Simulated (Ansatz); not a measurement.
```yaml
atoms:
  - { symbol: Ag, position_ang: [-0.0043, -0.0067, -0.0398] }
  - { symbol: H, position_ang: [0.0094, -0.0017, 1.5908] }
```

Basis set: def2-TZVP (spherical functions, with the set's core potentials past Kr). All electrons outside the core potentials are correlated. Charge 0, multiplicity 1.

Computed with Ansatz (development build ahead of 0.2.0); each method stands on the lowest determinant of its kind that the runs found. Restricted open shells among the atoms or ions are ROHF, correlated in semicanonical orbitals with singles.

Question: Give the atomization energy at this shape (free ground-state atoms in the same class of orbitals less the molecule, no zero-point energy) of singlet AgH by RHF-MP2, RHF.

Answer:

```
 method  atomization energy
RHF-MP2             2.12 eV
    RHF             1.16 eV
```
